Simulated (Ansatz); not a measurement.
## Ansatz (development build ahead of 0.2.0) run

```yaml
crystal:
  periodic: [false, false, false]
  atoms:
    - { symbol: Mn, position_ang: [0.0, 0.0, 0.0] }
    - { symbol: Mn, position_ang: [0.0, 0.0, 3.4] }
basis:
  gaussian: { orbitals: def2-SVP }
magnetization:
  initial_magnetization: 10
hamiltonian:
  xc: pbe0
output:
  forces: true
```

The input is written out in the form of the current development build from the run's settings.

The run gave:

| Property | Result |
| --- | --- |
| Converged | yes |
| Total energy | -2301.21355 hartree |
| Spin squared of the determinant | 30.000 |
| Stability test | minimum among restricted orbitals |

Forces (eV/Å):
| atom | Fx | Fy | Fz |
| --- | --- | --- | --- |
| Mn1 | 0.000 | 0.000 | 0.035 |
| Mn2 | 0.000 | 0.000 | -0.035 |

Caution: no unrestricted run beside it, a lower state can exist; other spin multiplicities were not run.
